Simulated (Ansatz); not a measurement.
Ansatz (a first-principles code) input (CCSD(T)/aug-cc-pVDZ):

Ansatz 0.2 input:
```yaml
crystal:
  periodic: [false, false, false]
  atoms:
    - {symbol: C, position_ang: [-1.59398935, -0.83370354, -0.37739831]}
    - {symbol: C, position_ang: [-0.49357677, 0.03545247, 0.22280101]}
    - {symbol: C, position_ang: [-0.43300848, 1.41495467, -0.41984486]}
    - {symbol: C, position_ang: [0.92145471, -0.64229115, 0.12666913]}
    - {symbol: O, position_ang: [1.91351845, 0.05959811, 0.64735560]}
    - {symbol: H, position_ang: [-2.59056419, -0.38824469, -0.27109940]}
    - {symbol: H, position_ang: [-1.61277672, -1.81976512, 0.09913087]}
    - {symbol: H, position_ang: [-1.41502128, -0.99000838, -1.44735582]}
    - {symbol: H, position_ang: [-0.68524904, 0.16559733, 1.29663985]}
    - {symbol: H, position_ang: [-0.31333031, 1.32081206, -1.50685646]}
    - {symbol: H, position_ang: [0.45001133, 1.92484359, -0.02852270]}
    - {symbol: H, position_ang: [-1.33069180, 2.01690359, -0.23010263]}
    - {symbol: H, position_ang: [0.75946903, -1.67348806, 0.58478160]}
    - {symbol: H, position_ang: [1.02472484, -0.87990980, -0.98882185]}
basis:
  gaussian:
    orbitals: aug-cc-pVDZ
total_charge: -1
magnetization: {spin_polarized: false}
correlation: {method: ccsd_t, electrons: outside_noble_gas}
output: {forces: true}
```

End of the output:

```
Atom 0 at    -1.593989    -0.833704    -0.377398 Å, force     0.085124     0.021061     0.009751 eV/Å
Atom 1 at    -0.493577     0.035452     0.222801 Å, force     0.161006    -0.069570    -0.017344 eV/Å
Atom 2 at    -0.433008     1.414955    -0.419845 Å, force     0.010872    -0.060892     0.011437 eV/Å
Atom 3 at     0.921455    -0.642291     0.126669 Å, force    -0.910220    -0.556160    -0.430698 eV/Å
Atom 4 at     1.913518     0.059598     0.647356 Å, force     1.033081     0.691373     0.516223 eV/Å
Atom 5 at    -2.590564    -0.388245    -0.271099 Å, force    -0.415582     0.207410     0.059992 eV/Å
Atom 6 at    -1.612777    -1.819765     0.099131 Å, force    -0.020884    -0.430586     0.210167 eV/Å
Atom 7 at    -1.415021    -0.990008    -1.447356 Å, force     0.080115    -0.060603    -0.477615 eV/Å
Atom 8 at    -0.685249     0.165597     1.296640 Å, force    -0.084984     0.054640     0.465627 eV/Å
Atom 9 at    -0.313330     1.320812    -1.506856 Å, force     0.053344    -0.060366    -0.473618 eV/Å
Atom 10 at     0.450011     1.924844    -0.028523 Å, force     0.357388     0.268405     0.166994 eV/Å
Atom 11 at    -1.330692     2.016904    -0.230103 Å, force    -0.386460     0.246030     0.090203 eV/Å
Atom 12 at     0.759469    -1.673488     0.584782 Å, force    -0.013656    -0.229507     0.125829 eV/Å
Atom 13 at     1.024725    -0.879910    -0.988822 Å, force     0.050857    -0.021235    -0.256947 eV/Å
Dipole moment:    -1.322039     0.042954    -0.389647 e Å
```

It need not be the lowest isomer of its formula. Whether it binds its extra electron was not tested at this geometry.
